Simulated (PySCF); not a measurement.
C4H5ClF2O.
Cartesian coordinates in Å at the GFN2-xTB level; atoms count from 1:
```
atom  x, y, z in Å
C1    -1.265    0.516   -0.629
C2    -0.653   -0.683    0.070
F3    -0.366   -1.673   -0.838
C4     0.646   -0.340    0.839
F5     0.288    0.329    1.980
C6     1.589    0.533    0.035
O7     1.753    1.698    0.148
Cl8    2.453   -0.413   -1.165
H9    -2.216    0.236   -1.075
H10   -1.427    1.309    0.095
H11   -0.604    0.877   -1.414
H12   -1.354   -1.121    0.794
H13    1.151   -1.267    1.141
```

Computed at PBE0/pcSseg-1 (PySCF, non-relativistic), with Q(17O) = −0.0256 b, Q(35Cl) = −0.0817 b: O7, 17O (I = 5/2): χzz = 9.893 MHz, η = 0.531; Cl8, 35Cl (I = 3/2): χzz = -63.09 MHz, η = 0.314.

Question: Find the zero-field quadrupole resonance frequencies of 17O at O7.

Answer: From the eigenvalues of H = χ/[4I(2I − 1)] × [3Iz² − I(I + 1) + η(Ix² − Iy²)], steps between neighbouring levels, labelled as for η = 0: ±1/2↔±3/2 1.883 MHz, ±3/2↔±5/2 2.827 MHz (carbonyl oxygen).

Question: Where would the pure quadrupole (NQR) lines of 35Cl at Cl8 fall for the rigid, isolated species?

Answer: From ν = (|χ|/2)√(1 + η²/3): ν = 32.06 MHz (chlorine bonded to C). For 37Cl the ratio of quadrupole moments, 0.7881, gives 25.27 MHz.

In a crystal, neighbours and librations shift these lines. GFN2-xTB bond lengths can be off by several hundredths of an ångström, more for odd bonds, and the gradients follow them. A larger basis could move these couplings by a tenth or more.

One conformer stands for the species.
